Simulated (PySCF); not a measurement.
**How the method changes the constants of IrSe**

State: ⁴Δ (quartet), unpaired electrons π ↑↑, δ ↑. Set-up: basis Ir def2-TZVPP with ECP60, Se def2-TZVPP; scalar-relativistic core potentials; PySCF 2.14. De refers to Ir (5d7 6s2) + Se in their high-spin ground configurations, without counterpoise correction. The functionals are run spin-unrestricted. A positive dipole means Ir(−)Se(+).

| Level | Re (Å) | ωe (cm⁻¹) | De (eV) | μ (D) | CPU s a point (SCF and correlation, without the integrals) |
| --- | --- | --- | --- | --- | --- |
| ROHF | 2.201 | 330 | n/a | -4.78 | 1.3 |
| ROHF-MP2 | 2.116 | 481 | n/a | n/a | 2.5 |
| ROHF-SCS-MP2 | 2.125 | 461 | n/a | n/a | n/a |
| PBE | 2.203 | 340 | n/a | -1.43 | 1.7 |
| BP86 | 2.206 | 338 | n/a | -1.41 | 1.1 |
| TPSS | 2.202 | 343 | n/a | -1.77 | 2.2 |
| r²SCAN | 2.187 | 354 | n/a | -1.85 | 2.6 |
| PBE0 | 2.182 | 358 | n/a | -2.04 | 3.2 |
| MN15 | 2.167 | 367 | n/a | -1.57 | 6.2 |
| BHandHLYP | 2.187 | 357 | n/a | -2.58 | 2.3 |
| LC-ωPBE | 2.160 | 381 | n/a | -2.75 | 3.5 |

**Question.** What does a quarter of exact exchange do here, going from PBE to PBE0?

**Answer.** PBE0 less PBE: -2.1 pm in Re, +5.3 % in ωe. Exact exchange removes part of the self-interaction that spreads semilocal densities, and in most molecules shortens and stiffens the bond and lowers De; so it does here.

**Question.** What does the step from GGA to meta-GGA do here, going from PBE to r²SCAN?

**Answer.** r²SCAN less PBE: -1.6 pm in Re, +4.1 % in ωe. 

**Question.** What does second-order correlation do here, going from ROHF to ROHF-MP2?

**Answer.** ROHF-MP2 less ROHF: -8.5 pm in Re, +45.8 % in ωe. Correlation nearly always deepens the well. The bond shortens, as in weak, metallic or heavy-atom bonds, where dispersion and the correlation of outer-core electrons pull the atoms together.

Correlated steps freeze 9 core orbitals. De is left out where the level can put another filling of the metal’s s and d shells below the measured ground configuration, by anything from nothing to about 1 eV. Spin–orbit coupling is left out, which matters for elements this heavy, above all for dissociation energies. The state is the lowest single determinant that the PBE0 search found; with open d or f shells the true ground state can be another one.

The whole job (state search and all levels along the bond) took about 4.6 min on 2 threads of Intel Xeon 6975P-C (shared host), peak memory 3.8 GiB.
